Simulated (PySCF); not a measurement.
Excitation energy of Ne²⁺ by level of theory

Ne²⁺ [He] 2s2 2p4 (3P) → Ne²⁺ [He] 2s1 2p4 3d1 (high-spin determinant), as a difference of total energies. Calculation: PySCF 2.14, in aug-cc-pVDZ; the non-relativistic Hamiltonian (point nucleus). Correlated levels: valence: 1s2 frozen. The calculations carry no spin-orbit coupling.

```json
{"method": "UHF", "excitation energy (eV)": "83.068"}
{"method": "MP2 (valence)", "excitation energy (eV)": "83.824"}
{"method": "SCS-MP2 (valence)", "excitation energy (eV)": "83.903"}
{"method": "CCSD (valence)", "excitation energy (eV)": "83.546"}
{"method": "CCSD(T) (valence)", "excitation energy (eV)": "83.415"}
{"method": "CCSDT (valence)", "excitation energy (eV)": "83.253"}
```

Task: How much does correlation contribute at CCSD(T) (valence)?

Result: 83.415 − (83.068) = 0.347 eV, measured against UHF.

The upper state lies above the first ionisation limit, where it may autoionise and the basis confines it. A Rydberg-like electron needs more diffuse functions than a valence basis has.

The promoted electron is Rydberg-like, and one or two diffuse shells describe it only roughly, which tends to raise the upper state.

The coupled-cluster amplitudes are large for the upper state (T1 above 0.03 or a double amplitude above 0.15), so a single reference is strained.

The determinant of the upper state mixes LS terms, which raises its energy above the lowest term, most at the Hartree-Fock and MP2 levels.
